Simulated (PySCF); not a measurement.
B₃ClH₃, CH₆B₂N, AlB₂H₄O, B₂H₃OSi (calculated)

Calculation on a computer-drawn molecule: optimised geometry and harmonic frequencies of an isolated molecule of the commonest isotopes, restricted reference for singlets and unrestricted otherwise, frozen core in MP2. Program: PySCF 2.14.0.

Common to all runs: charge 0; multiplicity 2.

(1) B₃ClH₃

Start structure:
```xyz
7
B3ClH3
B      0.6698     1.1566    -1.4128
B     -0.1534     0.2716    -0.3808
B     -0.8229    -1.2607    -0.6646
Cl     0.1211    -2.7319    -0.3490
H      1.2862     1.8221    -2.1709
H     -0.3296     0.7596     0.7097
H     -1.9399    -1.4484    -1.0506
```

* method: MP2
* basis: cc-pV(D+d)Z
* rotational constants: 19.29, 2.666, 2.504 GHz
* total energy: -535.6063 hartree
* spin squared: 0.7577
* convergence status largest gradient component: 1.697e-05 hartree/bohr

Drawn bonds:
| atom | other atom | order |
| --- | --- | --- |
| 1 | 2 | 1 |
| 2 | 3 | 1 |
| 3 | 4 | 1 |
| 1 | 5 | 1 |
| 2 | 6 | 1 |
| 3 | 7 | 1 |

Optimised structure:
```xyz
7
B3ClH3
B      0.6657     1.1411    -1.3999
B     -0.1575     0.2785    -0.3622
B     -0.8133    -1.2530    -0.6674
Cl     0.1386    -2.7058    -0.3724
H      1.2830     1.7829    -2.1916
H     -0.3462     0.7640     0.7348
H     -1.9390    -1.4388    -1.0603
```

Modes:
| frequency (cm⁻¹) | reduced mass (dalton) |
| --- | --- |
| 83.59 | 3.306 |
| 161.3 | 2.178 |
| 217.8 | 2.717 |
| 517.9 | 1.211 |
| 548.2 | 1.096 |
| 589.4 | 2.141 |
| 718.5 | 3.387 |
| 844.1 | 1.995 |
| 879.1 | 1.727 |
| 916.9 | 1.704 |
| 1083 | 1.591 |
| 1208 | 6.168 |
| 2610 | 1.089 |
| 2663 | 1.093 |
| 2812 | 1.111 |

(2) CH₆B₂N

Start structure:
```xyz
10
CH6B2N
B      1.6524     0.5444    -1.4490
B      1.3769    -0.5238    -0.3936
N      0.0783    -0.9160     0.1613
C     -0.0893    -1.8913     1.2165
H      2.1468     1.2291    -2.3262
H      2.3085    -1.1789    -0.0675
H     -0.7240    -0.3784     0.0037
H      0.8851    -2.3962     1.4262
H     -0.4401    -1.4843     2.1618
H     -0.8170    -2.7051     0.9200
```

- method: HF
- basis: cc-pVDZ
- rotational constants: 40.98, 3.811, 3.582 GHz
- total energy: -145.1371 hartree
- spin squared: 0.7614
- convergence status largest gradient component: 4.779e-05 hartree/bohr

Drawn bonds:
| atom | other atom | order |
| --- | --- | --- |
| 1 | 2 | 1 |
| 2 | 3 | 1 |
| 3 | 4 | 1 |
| 1 | 5 | 1 |
| 2 | 6 | 1 |
| 3 | 7 | 1 |
| 4 | 8 | 1 |
| 4 | 9 | 1 |
| 4 | 10 | 1 |

Optimised structure:
```xyz
10
CH6B2N
B      1.7309     0.7245    -1.3534
B      1.4220    -0.5397    -0.3058
N      0.1804    -0.8668     0.2420
C     -0.0969    -1.9218     1.1919
H      1.8844     1.0547    -2.4882
H      2.3812    -1.1902     0.0402
H     -0.6305    -0.3412    -0.0144
H      0.8261    -2.4480     1.4273
H     -0.5101    -1.5247     2.1235
H     -0.8099    -2.6472     0.7900
```

Modes:
| frequency (cm⁻¹) | reduced mass (dalton) |
| --- | --- |
| 151.5 | 1.579 |
| 199.5 | 1.617 |
| 222.7 | 2.434 |
| 421.5 | 1.278 |
| 444 | 2.429 |
| 573.8 | 1.672 |
| 687.1 | 1.463 |
| 829.8 | 2.324 |
| 925.3 | 1.336 |
| 1047 | 1.571 |
| 1154 | 2.651 |
| 1237 | 1.299 |
| 1268 | 1.495 |
| 1386 | 2.067 |
| 1571 | 1.174 |
| 1592 | 1.042 |
| 1604 | 1.138 |
| 1673 | 1.7 |
| 2625 | 1.09 |
| 2791 | 1.101 |
| 3166 | 1.038 |
| 3218 | 1.105 |
| 3289 | 1.1 |
| 3828 | 1.076 |

(3) AlB₂H₄O

Start structure:
```xyz
8
AlB2H4O
B     -0.5708    -1.7687    -2.5197
B     -0.4847    -0.6811    -1.3785
O      0.3670    -0.2406    -0.4205
Al     1.4135     0.1145     0.7991
H     -0.8499    -2.4121    -3.3664
H     -1.5649    -0.0210    -1.4666
H      2.4576    -0.8584     1.2184
H      1.2309     1.5433     1.4717
```

- method: HF
- basis: cc-pV(D+d)Z
- rotational constants: 33.19, 2.571, 2.48 GHz
- total energy: -368.4900 hartree
- spin squared: 0.7605
- convergence status largest gradient component: 3.77e-06 hartree/bohr

Drawn bonds:
| atom | other atom | order |
| --- | --- | --- |
| 1 | 2 | 1 |
| 2 | 3 | 1 |
| 3 | 4 | 1 |
| 1 | 5 | 1 |
| 2 | 6 | 1 |
| 4 | 7 | 1 |
| 4 | 8 | 1 |

Optimised structure:
```xyz
8
AlB2H4O
B     -0.5197    -1.6395    -2.6134
B     -0.7182    -0.8197    -1.1868
O      0.3020    -0.4000    -0.4041
Al     1.4148     0.1701     0.7231
H     -0.4507    -1.8333    -3.7822
H     -1.8607    -0.6377    -0.8213
H      1.9014    -0.8113     1.8499
H      1.9298     1.6472     0.5723
```

Modes:
| frequency (cm⁻¹) | reduced mass (dalton) |
| --- | --- |
| 76.41 | 4.81 |
| 80 | 3.193 |
| 101.8 | 1.186 |
| 211.8 | 1.245 |
| 281.8 | 2.706 |
| 598.8 | 1.249 |
| 615.2 | 2.827 |
| 669 | 1.169 |
| 773.3 | 2.158 |
| 840 | 1.346 |
| 857.7 | 1.424 |
| 922.1 | 2.314 |
| 1210 | 1.551 |
| 1423 | 8.434 |
| 2020 | 1.063 |
| 2026 | 1.023 |
| 2599 | 1.086 |
| 2837 | 1.105 |

(4) B₂H₃OSi

Start structure:
```xyz
7
B2H3OSi
B      3.1394    -0.3676     1.4742
B      2.7003     1.0825     1.1523
Si     0.7035     0.9178     1.1682
O     -0.1696     0.4980     2.4234
H      3.3174    -1.5044     1.6372
H      3.0686     2.1151     1.0810
H      0.0628     1.3774    -0.0456
```

- method: HF
- basis: cc-pV(D+d)Z
- rotational constants: 12.63, 4.426, 3.277 GHz
- total energy: -414.8261 hartree
- spin squared: 0.7652
- convergence status largest gradient component: 1.34e-05 hartree/bohr

Drawn bonds:
| atom | other atom | order |
| --- | --- | --- |
| 1 | 2 | 1 |
| 2 | 3 | 1 |
| 3 | 4 | 2 |
| 1 | 5 | 1 |
| 2 | 6 | 1 |
| 3 | 7 | 1 |

Optimised structure:
```xyz
7
B2H3OSi
B      3.1458    -0.3475     1.6652
B      2.6054     0.9852     1.0109
Si     0.5962     0.9898     1.1468
O     -0.1323    -0.1612     1.7942
H      3.4822    -1.3607     2.1683
H      3.2560     1.8565     0.5140
H     -0.1310     2.1566     0.5914
```

Modes:
| frequency (cm⁻¹) | reduced mass (dalton) |
| --- | --- |
| 84.21 | 4.391 |
| 104.6 | 2.215 |
| 330 | 4.041 |
| 521.1 | 1.208 |
| 610.2 | 1.233 |
| 611.6 | 3.935 |
| 692.4 | 1.643 |
| 749.6 | 1.231 |
| 925.2 | 1.157 |
| 957.2 | 1.445 |
| 1164 | 5.501 |
| 1272 | 17 |
| 2305 | 1.044 |
| 2744 | 1.095 |
| 2907 | 1.111 |
